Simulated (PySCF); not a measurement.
# [La(HCN)]3+ at several levels of theory

Computed with PySCF 2.14.0 (density fitting, no spin-orbit coupling) at the geometry relaxed with PBE0:

```xyz
4
[La(HCN)]3+ (singlet)
La    0.0000    0.0000   -0.3478
N     0.0000    0.0000    2.0204
C     0.0000    0.0000    3.1846
H     0.0000    0.0000    4.2969
```

```json
{"level": "PBE0", "basis": "La lcecp-1-SVP with ECP46, N def2-SVP, C def2-SVP, H def2-SVP", "state": "singlet", "HOMO (eV)": "-26.25", "gap (eV)": "7.10", "charge on La1 (e)": "2.58", "population of f-type functions on La1 (polarisation alone where 4f lies in the core)": "0.02", "dipole about the centre of mass (D)": "3.43", "largest force component (eV/Å)": "0.00"}
{"level": "r2SCAN", "basis": "the same", "state": "singlet", "HOMO (eV)": "-25.16", "gap (eV)": "5.66", "charge on La1 (e)": "2.58", "population of f-type functions on La1 (polarisation alone where 4f lies in the core)": "0.02", "dipole about the centre of mass (D)": "3.47", "largest force component (eV/Å)": "0.50"}
{"level": "revPBE", "basis": "the same", "state": "singlet", "HOMO (eV)": "-24.93", "gap (eV)": "4.84", "charge on La1 (e)": "2.53", "population of f-type functions on La1 (polarisation alone where 4f lies in the core)": "0.02", "dipole about the centre of mass (D)": "3.67", "largest force component (eV/Å)": "1.61"}
{"level": "TPSS", "basis": "the same", "state": "singlet", "HOMO (eV)": "-24.94", "gap (eV)": "5.06", "charge on La1 (e)": "2.55", "population of f-type functions on La1 (polarisation alone where 4f lies in the core)": "0.02", "dipole about the centre of mass (D)": "3.60", "largest force component (eV/Å)": "1.11"}
{"level": "B3LYP", "basis": "the same", "state": "singlet", "HOMO (eV)": "-25.96", "gap (eV)": "6.48", "charge on La1 (e)": "2.56", "population of f-type functions on La1 (polarisation alone where 4f lies in the core)": "0.02", "dipole about the centre of mass (D)": "3.48", "largest force component (eV/Å)": "0.28"}
{"level": "PBE0", "basis": "La x2c-SVPall, N x2c-SVPall, C x2c-SVPall, H x2c-SVPall", "state": "singlet", "HOMO (eV)": "-26.34", "gap (eV)": "6.96", "charge on La1 (e)": "2.58", "population of f-type functions on La1 (polarisation alone where 4f lies in the core)": "0.05", "dipole about the centre of mass (D)": "3.56", "largest force component (eV/Å)": "0.79"}
```

In the lcecp rows the 4f levels are missing from HOMO and gap, and the state counts the valence alone.

Charges are Mulliken's, which hang on the basis. The relaxation used the grid (50, 194), these runs (75, 302) or, all-electron (x2c bases, spin-free X2C Hamiltonian), (99, 590).

What does PBE0 with La lcecp-1-TZVP with ECP46, N def2-TZVP, C def2-TZVP, H def2-TZVP give here?

state singlet, HOMO (eV) -26.18, gap (eV) 7.06, charge on La1 (e) 2.63, population of f-type functions on La1 (polarisation alone where 4f lies in the core) 0.03, dipole about the centre of mass (D) 3.50, largest force component (eV/Å) 0.88. Time: 3.3 s on 2 threads of AMD EPYC 9B45 (Zen 5), with other jobs on the host, from free ions and atoms.

In the first row's basis the gap widens with exact exchange: 4.8 to 5.7 eV for revPBE, TPSS, r2SCAN (none); 6.5 to 7.1 eV for B3LYP, PBE0 (a fixed share).
